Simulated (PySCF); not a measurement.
C₆H₆O, SMILES C([C@@H]1C(OC1)=C)#C. The structure is a stationary point at ωB97X-D3(BJ)/def2-SVP. The structure was generated by enumeration; whether it is a known compound was not checked.

Task: Give the equilibrium geometry at ωB97X-D3(BJ)/def2-SVP (PySCF confirms it by a frequency run) as bond lengths and angles. (Estimate from the structure and the level; the computed values follow.)

Result: 
Atoms: C1 C2 C3 C4 O5 C6 C7 H8 H9 H10 H11 H12 H13. Bonded distances (Å): C1–C2 1.209, C1–H8 1.076, C2–C3 1.461, C3–C4 1.550, C3–C6 1.524, C3–H9 1.102, C4–O5 1.441, C4–H10 1.101, C4–H11 1.101, O5–C6 1.375, C6–C7 1.328, C7–H12 1.092, C7–H13 1.091. Angles (°): C2–C1–H8 179.7, C1–C2–C3 179.7, C2–C3–C4 118.7, C2–C3–C6 118.4, C2–C3–H9 110.2, C4–C3–C6 82.7, C4–C3–H9 112.6, C6–C3–H9 112.0, C3–C4–O5 90.5, C3–C4–H10 116.2, C3–C4–H11 114.4, O5–C4–H10 112.0, O5–C4–H11 111.7, H10–C4–H11 110.6, C4–O5–C6 92.3, C3–C6–O5 94.2, C3–C6–C7 136.7, O5–C6–C7 129.1, C6–C7–H12 120.7, C6–C7–H13 119.6, H12–C7–H13 119.8.
Charge 0, spin multiplicity 1.
